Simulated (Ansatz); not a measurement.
The same path of AlH7OSSi2 (12 atoms, charge 0, multiplicity 1) was run twice with different band settings. The coordinate that changes most is the dihedral Si2–O4–Si5–H11.

Level of theory: Ansatz 0.2.0, RKS B3LYP/def2-SVP.

Relaxed end points:

```xyz
12
Properties=species:S:1:pos:R:3
Al -1.247 2.090 1.299
Si -0.030 0.003 0.918
S 2.061 0.597 1.186
O -0.319 -0.645 -0.592
Si 0.123 -1.801 -1.709
H -2.114 2.343 2.605
H -1.021 3.264 0.252
H -0.142 -1.072 1.950
H 2.033 1.605 0.281
H -1.021 -2.002 -2.639
H 1.312 -1.345 -2.484
H 0.444 -3.093 -1.032
```

```xyz
12
Properties=species:S:1:pos:R:3
Al -1.312 1.965 1.426
Si 0.125 0.055 0.909
S 2.112 0.963 0.764
O -0.322 -0.725 -0.498
Si 0.104 -1.871 -1.631
H -1.983 2.166 2.851
H -1.437 3.099 0.318
H 0.365 -0.957 1.983
H 1.768 1.897 -0.155
H 1.031 -1.283 -2.639
H 0.765 -3.039 -0.978
H -1.138 -2.325 -2.314
```

Common settings: spring 5.0 eV/Å²; optimiser quadratic models (default); start path through a guess of the saddle point; force threshold 0.05 eV/Å; end points relaxed.

| run | movable images | climbing image | iteration limit |
| --- | --- | --- | --- |
| 1 | 7 | yes | 59 |
| 2 | 2 | no | 60 |

What does each run give, and how far can it be trusted?

Run 1: converged after 46 iterations, highest image 0.013 eV above the first end. A vibrational analysis at the climbing image gives one clearly imaginary mode, 43i cm⁻¹: a first-order saddle point.
Run 2: converged after 14 iterations, highest image 0.012 eV above the first end. No image climbed, so the highest image needn't sit at the top of the path. So few images can step over the top or miss a turn of the path.
